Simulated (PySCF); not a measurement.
C4H12O2Si, triplet, at the geometry of the source list (a higher spin typed on purpose: for a closed-shell molecule this is an excited state), with bond 17-7 at 1.25 times its length; PBE/STO-3G (PySCF).

The PySCF input:
```python
from pyscf import gto, scf, dft

mol = gto.M(
    atom='''
C    -1.94590000   -1.39060000    0.63670000
O    -0.61890000   -0.95920000    0.69300000
Si    0.08070000    0.34400000   -0.01650000
C    -0.67850000    1.98930000    0.54080000
C     0.01830000    0.16000000   -1.91570000
O     1.59490000    0.39160000    0.56900000
C     2.54260000   -0.63650000    0.62760000
H    -2.02320000   -2.30800000    1.22120000
H    -2.25080000   -1.59430000   -0.39240000
H    -2.61670000   -0.63810000    1.05870000
H    -1.71260000    2.06540000    0.21830000
H    -0.14440000    2.83910000    0.13110000
H    -0.66130000    2.08130000    1.62220000
H     0.47580000   -0.77320000   -2.23740000
H     0.54630000    0.96850000   -2.41190000
H    -1.00220000    0.16450000   -2.28970000
H     3.70185000   -0.10512500    1.11210000
H     2.19990000   -1.43250000    1.29280000
H     2.72610000   -1.05990000   -0.36300000
''',
    basis='sto-3g',
    spin=2,
    verbose=4,
)

mf = dft.UKS(mol)
mf.xc = 'pbe'
mf.kernel()
mo_i, mo_e, stable_i, stable_e = mf.stability(internal=True, external=False, return_status=True, nroots=6, tol=1e-6)
print('internally stable:', stable_i, ' externally stable:', stable_e)
if not stable_i:
    umf = mf.copy()
    umf.scf_summary = {}
    umf.kernel(umf.make_rdm1(mo_i, mf.mo_occ))
mf.analyze()
```

The log (banner, timings and long lists left out):

```
PySCF version 2.14.0

[INPUT] verbose = 4
[INPUT] num. atoms = 19
[INPUT] num. electrons = 66
[INPUT] charge = 0
[INPUT] spin (= nelec alpha-beta = 2S) = 2
[INPUT] symmetry False subgroup None
[INPUT] Mole.unit = angstrom
[INPUT] Symbol           X                Y                Z      unit          X                Y                Z       unit  Magmom
[...]
nuclear repulsion = 418.824121835167
number of shells = 35
number of NR pGTOs = 153
number of NR cGTOs = 51
basis = sto-3g
ecp = {}

******** <class 'pyscf.dft.uks.UKS'> ********
method = UKS
initial guess = minao
damping factor = 0
level_shift factor = 0
DIIS = <class 'pyscf.scf.diis.CDIIS'>
diis_start_cycle = 1
diis_space = 8
diis_damp = 0
SCF conv_tol = 1e-09
SCF conv_tol_grad = None
SCF max_cycles = 50
direct_scf = True
direct_scf_tol = 1e-13
number electrons alpha = 34  beta = 32
XC library pyscf.dft.libxc version 7.1.2
    S. Lehtola, C. Steigemann, M. J. T. Oliveira, and M. A. L. Marques,  SoftwareX 7, 1–5 (2018)
XC functionals = pbe
    J. P. Perdew, K. Burke, and M. Ernzerhof,  Phys. Rev. Lett. 77, 3865 (1996)
    J. P. Perdew, K. Burke, and M. Ernzerhof,  Phys. Rev. Lett. 78, 1396 (1997)
    J. P. Perdew, K. Burke, and M. Ernzerhof,  Phys. Rev. Lett. 77, 3865 (1996)
    J. P. Perdew, K. Burke, and M. Ernzerhof,  Phys. Rev. Lett. 78, 1396 (1997)
radial grids:
    Treutler-Ahlrichs [JCP 102, 346 (1995); DOI:10.1063/1.469408] (M4) radial grids

becke partition: Becke, JCP 88, 2547 (1988); DOI:10.1063/1.454033
pruning grids: <function nwchem_prune>
grids dens level: 3
symmetrized grids: False
atomic radii adjust function: <function treutler_atomic_radii_adjust>
small_rho_cutoff = 0
Set gradient conv threshold to 3.16228e-05
tot grids = 221512
init E= -592.046931839842

cycle= 1 E= -591.171982835344  delta_E= 0.875  |g|= 0.569  |ddm|=  4.2

cycle= 2 E= -590.148417137219  delta_E= 1.02  |g|=  1.4  |ddm|=  4.1

cycle= 3 E= -591.186576969708  delta_E= -1.04  |g|= 0.544  |ddm|= 3.78

cycle= 4 E= -591.058786098647  delta_E= 0.128  |g|= 0.608  |ddm|= 2.98

cycle= 5 E= -591.210028520138  delta_E= -0.151  |g|= 0.404  |ddm|= 3.32

cycle= 6 E= -591.28887727566  delta_E= -0.0788  |g|= 0.357  |ddm|= 2.88

cycle= 7 E= -591.369710976576  delta_E= -0.0808  |g|= 0.246  |ddm|= 1.64

cycle= 8 E= -591.335697199896  delta_E= 0.034  |g|= 0.298  |ddm|=  1.5

cycle= 9 E= -591.353079774644  delta_E= -0.0174  |g|= 0.267  |ddm|= 0.28

cycle= 10 E= -591.349936853447  delta_E= 0.00314  |g|= 0.28  |ddm|= 0.172

cycle= 11 E= -591.308620079976  delta_E= 0.0413  |g|= 0.335  |ddm|= 0.415

cycle= 12 E= -591.317837017678  delta_E= -0.00922  |g|= 0.322  |ddm|= 0.0993

cycle= 13 E= -591.325315315936  delta_E= -0.00748  |g|= 0.313  |ddm|= 0.123

cycle= 14 E= -591.329279081183  delta_E= -0.00396  |g|= 0.309  |ddm|= 0.071

cycle= 15 E= -591.327242715328  delta_E= 0.00204  |g|= 0.312  |ddm|= 0.0434

cycle= 16 E= -591.132624286367  delta_E= 0.195  |g|= 0.557  |ddm|=  2.3

cycle= 17 E= -591.298459284074  delta_E= -0.166  |g|= 0.357  |ddm|= 1.07

cycle= 18 E= -591.353566364127  delta_E= -0.0551  |g|= 0.271  |ddm|= 0.634

cycle= 19 E= -591.372738989456  delta_E= -0.0192  |g|= 0.246  |ddm|=  1.5

cycle= 20 E= -591.347737905427  delta_E= 0.025  |g|= 0.286  |ddm|= 0.337

cycle= 21 E= -591.33599363756  delta_E= 0.0117  |g|= 0.298  |ddm|= 0.232

cycle= 22 E= -591.314968706601  delta_E= 0.021  |g|= 0.32  |ddm|= 0.377

cycle= 23 E= -591.327009765422  delta_E= -0.012  |g|= 0.295  |ddm|= 1.82

cycle= 24 E= -591.325869275683  delta_E= 0.00114  |g|= 0.313  |ddm|=  1.7

cycle= 25 E= -591.32416065818  delta_E= 0.00171  |g|= 0.313  |ddm|= 0.0973

cycle= 26 E= -591.419391029316  delta_E= -0.0952  |g|= 0.104  |ddm|= 1.01

cycle= 27 E= -591.359604122524  delta_E= 0.0598  |g|= 0.268  |ddm|= 1.39

cycle= 28 E= -591.347174866902  delta_E= 0.0124  |g|= 0.268  |ddm|= 0.59

cycle= 29 E= -591.41334416251  delta_E= -0.0662  |g|= 0.133  |ddm|= 1.23

cycle= 30 E= -591.417884763692  delta_E= -0.00454  |g|= 0.114  |ddm|= 1.47

[...]
SCF not converged.
<class 'pyscf.dft.uks.UKS'> wavefunction has an internal instability
internally stable: False  externally stable: None
SCF not converged.
Total Energy =                        -591.338581206705726
[...]
 ** Mulliken Spin Density (per AO)  **
spin_pop of  0 C 1s        0.00000
spin_pop of  0 C 2s        0.01655
spin_pop of  0 C 2px       0.11386
spin_pop of  0 C 2py       0.01294
spin_pop of  0 C 2pz       0.00221
spin_pop of  1 O 1s        0.00004
spin_pop of  1 O 2s        0.08837
spin_pop of  1 O 2px       0.02484
spin_pop of  1 O 2py       0.09190
spin_pop of  1 O 2pz       0.02778
spin_pop of  2 Si 1s        0.00000
spin_pop of  2 Si 2s        0.00015
spin_pop of  2 Si 3s        0.27996
spin_pop of  2 Si 2px      -0.00003
spin_pop of  2 Si 2py      -0.00003
spin_pop of  2 Si 2pz      -0.00005
spin_pop of  2 Si 3px      -0.00031
spin_pop of  2 Si 3py       0.02144
spin_pop of  2 Si 3pz       0.00115
spin_pop of  3 C 1s        0.00001
spin_pop of  3 C 2s        0.02380
spin_pop of  3 C 2px       0.01119
spin_pop of  3 C 2py       0.03889
spin_pop of  3 C 2pz       0.01182
spin_pop of  4 C 1s        0.00001
spin_pop of  4 C 2s        0.03603
spin_pop of  4 C 2px       0.00670
spin_pop of  4 C 2py       0.01005
spin_pop of  4 C 2pz       0.10267
spin_pop of  5 O 1s        0.00003
spin_pop of  5 O 2s        0.05920
spin_pop of  5 O 2px       0.08403
spin_pop of  5 O 2py       0.06700
spin_pop of  5 O 2pz       0.69274
spin_pop of  6 C 1s        0.00000
spin_pop of  6 C 2s        0.01584
spin_pop of  6 C 2px      -0.01157
spin_pop of  6 C 2py       0.05805
spin_pop of  6 C 2pz       0.00802
spin_pop of  7 H 1s       -0.00182
spin_pop of  8 H 1s       -0.00261
spin_pop of  9 H 1s        0.00066
spin_pop of  10 H 1s       -0.00215
spin_pop of  11 H 1s       -0.00234
spin_pop of  12 H 1s       -0.00430
spin_pop of  13 H 1s       -0.00572
spin_pop of  14 H 1s       -0.00471
spin_pop of  15 H 1s       -0.00209
spin_pop of  16 H 1s        0.04963
spin_pop of  17 H 1s        0.03843
spin_pop of  18 H 1s        0.04173
 ** Mulliken Spin Density (per atom)  **
spin density of  0 C =      0.14556
spin density of  1 O =      0.23293
spin density of  2 Si =      0.30229
spin density of  3 C =      0.08572
spin density of  4 C =      0.15545
spin density of  5 O =      0.90299
spin density of  6 C =      0.07035
spin density of  7 H =     -0.00182
spin density of  8 H =     -0.00261
spin density of  9 H =      0.00066
spin density of  10 H =     -0.00215
spin density of  11 H =     -0.00234
spin density of  12 H =     -0.00430
spin density of  13 H =     -0.00572
spin density of  14 H =     -0.00471
spin density of  15 H =     -0.00209
spin density of  16 H =      0.04963
spin density of  17 H =      0.03843
spin density of  18 H =      0.04173
 ** Mulliken pop alpha/beta on meta-lowdin orthogonal AOs **
 ** Mulliken pop       alpha | beta **
In total            34.00000 | 32.00000
 ** Mulliken atomic charges   ( Nelec_alpha | Nelec_beta ) **
charge of  0C =     -0.14741  (     3.14649      3.00093 )
charge of  1O =     -0.45057  (     4.34175      4.10882 )
charge of  2Si =      0.58756  (     6.85736      6.55508 )
charge of  3C =     -0.36891  (     3.22731      3.14160 )
charge of  4C =     -0.36179  (     3.25862      3.10317 )
charge of  5O =      0.30955  (     4.29672      3.39373 )
charge of  6C =     -0.06491  (     3.06763      2.99728 )
charge of  7H =      0.04971  (     0.47424      0.47605 )
charge of  8H =      0.02683  (     0.48528      0.48789 )
charge of  9H =      0.03351  (     0.48358      0.48292 )
charge of  10H =      0.04094  (     0.47845      0.48061 )
charge of  11H =      0.04655  (     0.47555      0.47790 )
charge of  12H =      0.04640  (     0.47465      0.47895 )
charge of  13H =      0.04475  (     0.47477      0.48049 )
charge of  14H =      0.04676  (     0.47426      0.47898 )
charge of  15H =      0.04448  (     0.47672      0.47880 )
charge of  16H =     -0.01370  (     0.53167      0.48203 )
charge of  17H =      0.06668  (     0.48588      0.44744 )
charge of  18H =      0.06356  (     0.48909      0.44735 )
Dipole moment(X, Y, Z, Debye):  4.73083,  1.08443,  0.00920
```

The run did not converge; its last values are not results.
